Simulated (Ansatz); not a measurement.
`[SiH3][O][GeH3]` + `BO` → `B[O][GeH3]` + `O[SiH3]` at 298.15 K and 1 bar (ligand exchange at a Ge–O bond).

Isolated molecules relaxed with PBE0-D4/def2-TZVP in Ansatz; ΔE leaves out vibrations. CCSD(T)/CBS adds triple-zeta CCSD(T) − MP2 to the extrapolated MP2 energy (def2 sets, frozen cores). This one scheme is used for every species. For Ge outer-core shells are correlated without core-valence functions, which leaves a few kJ/mol of doubt a bond. Scalar relativity is left out up to krypton.

| species | CCSD(T)/CBS energy (Eh) | H − E (kJ/mol) | S (J/(mol·K)) |
| --- | --- | --- | --- |
| `[SiH3][O][GeH3]` | -2444.01593 | 157.4 | 344.6 |
| `BO` | -101.80414 | 103.5 | 230.4 |
| `B[O][GeH3]` | -2179.12438 | 144.5 | 304.9 |
| `O[SiH3]` | -366.69042 | 113.6 | 257.8 |

H − E and S are ideal-gas, rigid-rotor, harmonic terms from PBE0-D4/def2-TZVP. 1 Eh = 2625.50 kJ/mol, R = 8.31446 J/(mol·K).

Task: By hand: ΔE, ΔH, ΔS and ΔG.

Result: ΔE = (-2179.12438) + (-366.69042) − (-2444.01593) − (-101.80414) = 0.00527 Eh = 13.8 kJ/mol. Δ(H − E) = 144.5 + 113.6 − 157.4 − 103.5 = -2.8, so ΔH = 11.0 kJ/mol. ΔS = 304.9 + 257.8 − 344.6 − 230.4 = -12.3 J/(mol·K). ΔG = 11.0 − 298.15 × (-12.3)/1000 = 14.7 kJ/mol.

Task: By hand: the equilibrium constant, and the temperature at which ΔG would vanish if ΔH and ΔS stayed fixed.

Result: log₁₀ K = −ΔG/(RT ln 10) = -2.6. ΔH and −TΔS have one sign here, so there is no such temperature.

TΔS isn't small against ΔH here. A doubt of 5 kJ/mol in ΔE shifts log₁₀ K by 0.9 here. Modes under 60 cm⁻¹, often nearly free rotors, make the harmonic entropy too high. These are equilibria of isolated gas molecules and say nothing of rates. Largest T1 diagnostic: 0.014 (customary marks: 0.02 for closed shells, 0.045 for open ones).
